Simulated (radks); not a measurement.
The numbers below are computed, except where a source is named.
Question: Valence configurations of Au II (all share [Xe]). Level of theory: Dirac Kohn-Sham, LDA (Slater exchange, Perdew-Wang correlation), spin-unpolarised, spherical densities, point nucleus; open shells fill j = l - 1/2 first (a radial shooting solver on a logarithmic mesh with Libxc functionals). Order these by energy: 4f13 5d9 6p2; 4f12 5d10 6p2; 4f14 5d8 6p2; 4f13 5d9 6s2; 4f14 5d10; 4f13 5d10 6s1; 4f14 5d9 6s1; 4f13 5d10 6p1; 4f13 5d8 6s2 6p1; 4f10 5d10 6p4.

Answer: From the lowest, in eV above it: 4f14 5d10 0.000; 4f14 5d9 6s1 1.956; 4f14 5d8 6p2 18.482; 4f13 5d10 6s1 81.281; 4f13 5d9 6s2 85.523; 4f13 5d10 6p1 87.666; 4f13 5d8 6s2 6p1 98.296; 4f13 5d9 6p2 99.177; 4f12 5d10 6p2 190.46; 4f10 5d10 6p4 449.20. NIST lists [Xe] 4f14 5d10 as the ground configuration; this level of theory agrees among the configurations tried. The energies are those of spherical spin-averaged densities, not of single terms.
